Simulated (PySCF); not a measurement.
2-tert-butyl-4-fluorothiophene (C8H11FS), SMILES C(C)(C)(c1cc(cs1)F)C.

Geometry: B3LYP-D3(BJ)/def2-SVP.

Computed with PySCF with TDDFT-PBE/def2-SVP.

Vertical excitations. Gas-phase values at a fixed geometry.

```tsv
state	energy (eV)	λ (nm)	f	main pairs
S1	5.20	238	0.089	HOMO→LUMO 86 %
S2	5.49	226	0.001	HOMO→LUMO+1 100 %
S3	5.78	214	0.124	HOMO−1→LUMO 79 %
S4	6.08	204	0.000	HOMO−1→LUMO+1 100 %
S5	6.36	195	0.005	HOMO→LUMO+3 100 %
S6	6.72	185	0.004	HOMO−2→LUMO 98 %
S7	6.98	178	0.001	HOMO−1→LUMO+3 97 %
S8	7.03	176	0.006	HOMO−3→LUMO 90 %
S9	7.07	175	0.002	HOMO−4→LUMO 78 %, HOMO→LUMO+4 14 %
S10	7.11	174	0.001	HOMO→LUMO+4 80 %
T1	3.65	340	0	HOMO→LUMO 95 %
T2	4.41	281	0	HOMO−1→LUMO 95 %
T3	5.17	240	0	HOMO→LUMO+1 99 %
T4	5.77	215	0	HOMO→LUMO+2 94 %
```
Triplets are in the Tamm–Dancoff approximation, which puts them higher than full response would, so one can lie above its singlet here.
